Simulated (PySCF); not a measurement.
HZn (SMILES [ZnH+]), charge +1, singlet, at a GFN2-xTB geometry (such geometries of metal compounds can be far from the true shape).

PySCF was given this input:
```python
from pyscf import gto, scf, dft, tdscf

mol = gto.Mole()
mol.atom = '''
    Zn   -0.00000000   -0.00000000   -0.04856785
    H     0.00000000    0.00000000    1.45703564
'''
mol.basis = '6-31g*'
mol.charge = 1
mol.verbose = 4
mol.build()

mf = dft.RKS(mol)
mf.xc = 'wb97x'
mf.kernel()
td = mf.TDDFT()
td.nstates = 5
td.kernel()
td.analyze()
```

Q: Predict the total energy from WB97X/6-31G*, TDDFT in PySCF.

A: -1779.3421 Eh

Q: What lowest excitation energy found does WB97X/6-31G*, TDDFT give?

A: 6.21 eV

Q: Give the nuclear repulsion energy at the level WB97X/6-31G*, TDDFT.

A: 10.5442 Eh

Q: Estimate the number of basis functions that WB97X/6-31G*, TDDFT returns for this input.

A: 36

Q: Give the HOMO-LUMO gap at the level WB97X/6-31G*, TDDFT.

A: 11.24 eV
